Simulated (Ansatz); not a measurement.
ClCrFO2, SMILES `[O]=[Cr](=[O])([F])[Cl]` at its PBE0-D4/def2-TZVP geometry, where that method's forces vanish. The species carries charge 0 and has multiplicity 1.

```xyz
5

O     0.3648   -0.8000   -1.3153
Cr    0.0723   -0.0793    0.0086
O    -0.2809   -1.1314    1.0696
F     1.4282    0.8226    0.5010
Cl   -1.5845    1.1881   -0.2639
```

Problem. What forces (eV/Å) does B3LYP-D4/def2-TZVPP give on these atoms in Ansatz 0.2.0? (Estimate.)

Solution. Ansatz gave: 
```
O1   0.189 -0.430 -0.816
Cr2 -0.083  0.559  0.055
O3  -0.211 -0.636  0.662
F4   0.392  0.271  0.144
Cl5 -0.287  0.236 -0.045
```

B3LYP here is the variant with VWN-RPA as its local correlation; programs differ in this.
